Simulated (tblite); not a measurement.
Species: C6H6FO (doublet state).
SMILES with atom numbers: `[O:1]=[CH:2][C:3]1[C@@H:4]([F:5])[C:6]12[CH2:7][CH2:8]2` (hydrogens: H9 on C2; H10 on C4; H11, H12 on C7; H13, H14 on C8)

Geometry (GFN2-xTB, Å), atoms numbered from 1 in this order:
```xyz
14
C6H6FO angstrom
O      1.319   -1.061    2.460
C      1.739   -0.351    1.556
C      0.948    0.160    0.513
C      0.899    0.887   -0.771
F      1.589    0.389   -1.847
C     -0.261    0.118   -0.224
C     -1.246   -0.919   -0.696
C     -1.740    0.338   -0.065
H      2.801   -0.047    1.514
H      0.892    1.971   -0.821
H     -1.290   -1.837   -0.129
H     -1.337   -1.041   -1.766
H     -2.128    0.293    0.942
H     -2.186    1.098   -0.689
```

Computed geometry: GFN2-xTB, gas phase. This method treats the open shell by occupation alone, without spin polarisation.

Take the most abundant isotopes and a rigid rotor. The values belong to one conformer with, in the numbering `[O:1]=[CH:2][C:3]1[C@@H:4]([F:5])[C:6]12[CH2:7][CH2:8]2`, O1–C2–C3–C4 -173°.

Question: Give the principal moments of inertia and the rotational constants in MHz.

Answer: Ia = 197.91, Ib = 285.63, Ic = 423.48 u·Å²; 505379 MHz·u·Å²/I gives A = 2554, B = 1769, C = 1193 MHz.

Question: What kind of rotor is it?

Answer: An asymmetric top: κ = (2 × 1769 − 2554 − 1193)/(2554 − 1193) = -0.15.

Question: Is it planar, by Δ = Ic − Ia − Ib?

Answer: Not planar: Δ = Ic − Ia − Ib = -60.06 u·Å². For a rigid frame Δ = −2 Σ m c², so Σ m c² = 30.03 u·Å² lies off the ab plane: 8.71 from hydrogen and 21.32 from heavier atoms. The atom farthest from that plane is 1.54 Å away.

Question: List the rotational levels J(Ka,Kc) to J = 2 (K).

Answer: Above 0(0,0), as E/k:
J = 1: 1(0,1) 0.142, 1(1,1) 0.180, 1(1,0) 0.207
J = 2: 2(0,2) 0.416, 2(1,2) 0.437, 2(1,1) 0.519, 2(2,1) 0.632, 2(2,0) 0.643

Question: Estimate the classical rotational partition function at 200 K, 298.15 K and 500 K.

Answer: Point group C1, symmetry number σ = 1; q = (√π/σ)·√((kT/h)³/(ABC)), k/h = 20836.6 MHz/K: 205000 at 200 K, 374000 at 298.15 K, 812000 at 500 K.

For this open shell read J as N, the rotation without spin; fine and hyperfine splittings come on top. Its GFN2-xTB frequencies are all real (lowest 73 cm⁻¹). Zero-point vibration and centrifugal distortion are left out.
